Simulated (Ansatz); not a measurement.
Reaction (atomization): `C1C[SiH2][SiH2]O1` → 2 C• + 8 H• + O• + 2 Si•

Isolated molecules relaxed with PBE0-D4/def2-TZVP in Ansatz; ΔE leaves out vibrations. CCSD(T)/CBS adds triple-zeta CCSD(T) − MP2 to the extrapolated MP2 energy (def2 sets, frozen cores). This one scheme is used for every species, atoms too. DFT in def2-TZVPP. B3LYP here is the variant with VWN-RPA as its local correlation; programs differ in this. HSE06 is defined as in plane-wave codes. No spin–orbit coupling; open shells (•) take unrestricted orbitals. Spin–orbit coupling would lower the free atoms: a little for C, O, Si.

| level | ΔE (eV) | difference from CCSD(T)/CBS |
| --- | --- | --- |
| LDA (SPW92) | 55.25 | 6.39 |
| PBE-D4 | 49.27 | 0.41 |
| revPBE-D4 | 48.29 | -0.57 |
| BLYP-D4 | 48.41 | -0.45 |
| r2SCAN-D4 | 48.91 | 0.05 |
| B97M-V | 48.96 | 0.10 |
| PBE0-D4 | 48.74 | -0.12 |
| r2SCANh-D4 | 48.68 | -0.18 |
| r2SCAN0-D4 | 48.36 | -0.50 |
| HSE06-D4 | 48.77 | -0.09 |
| BHLYP-D4 | 47.71 | -1.15 |
| CAM-B3LYP-D4 | 48.97 | 0.11 |
| ωB97X-V | 49.12 | 0.26 |
| ωB97M-V | 48.91 | 0.05 |
| B2PLYP | 48.16 | -0.70 |
| PBE-QIDH | 48.50 | -0.36 |
| PBE | 48.94 | 0.08 |
| revPBE | 47.31 | -1.55 |
| BLYP | 47.69 | -1.17 |
| r2SCAN | 48.83 | -0.03 |
| PBE0 | 48.46 | -0.40 |
| B3LYP | 48.19 | -0.67 |
| r2SCANh | 48.60 | -0.26 |
| r2SCAN0 | 48.27 | -0.59 |
| HSE06 | 48.51 | -0.35 |
| CAM-B3LYP | 48.69 | -0.17 |
| LC-ωPBE | 48.60 | -0.26 |
| HF/def2-SVP | 36.22 | -12.64 |
| MP2/def2-SVP | 46.23 | -2.63 |
| CCSD(T)/def2-SVP | 45.96 | -2.90 |
| HF/def2-TZVPP | 36.22 | -12.64 |
| MP2/def2-TZVPP | 48.04 | -0.82 |
| SCS-MP2/def2-TZVPP | 48.04 | -0.82 |
| CCSD/def2-TZVPP | 46.99 | -1.87 |
| CCSD(T)/def2-TZVPP | 47.61 | -1.25 |
| HF/def2-QZVPP | 36.30 | -12.56 |
| MP2/def2-QZVPP | 48.79 | -0.07 |
| HF/CBS(def2) | 36.31 | -12.55 |
| MP2/CBS(def2) | 49.29 | 0.43 |
| CCSD/CBS(def2) | 48.23 | -0.63 |
| CCSD(T)/CBS | 48.86 | 0 |

Task: What do rigid-rotor, harmonic-oscillator terms from PBE0-D4/def2-TZVP frequencies (298.15 K, 1 bar) make of the CCSD(T)/CBS value? (Estimate.)

Result: Ansatz gave: ΔZPE = -2.58 eV, ΔH = +46.90 eV, ΔS = 1400 J/(mol·K), ΔG = +42.58 eV. Open shells count their whole term as degenerate.

Largest T1 diagnostic among the species: 0.013.

From PBE to PBE0 (25 % exact exchange), in def2-TZVPP and without D4, ΔE moves by −0.48 eV: exact exchange takes away binding that semilocal exchange gives to molecules. Leaving LDA and LC-ωPBE aside and taking each functional with its dispersion term where it has one, the values spread over 1.56 eV, from BHLYP-D4 to PBE-D4. LDA lies +6.30 eV from PBE without D4, its usual overbinding. In def2-TZVPP, CCSD(T) changes the Hartree–Fock value by +11.39 eV (the triples alone add +0.62 eV) and MP2 by +11.82 eV; breaking electron pairs costs correlation energy, which Hartree–Fock lacks.

For atomizations the MP2-based limit and the directly extrapolated one differ by several kJ/mol either way, and by 10 to 25 for some Ge, Se and Sn compounds, so smaller differences from it don't rank the levels.
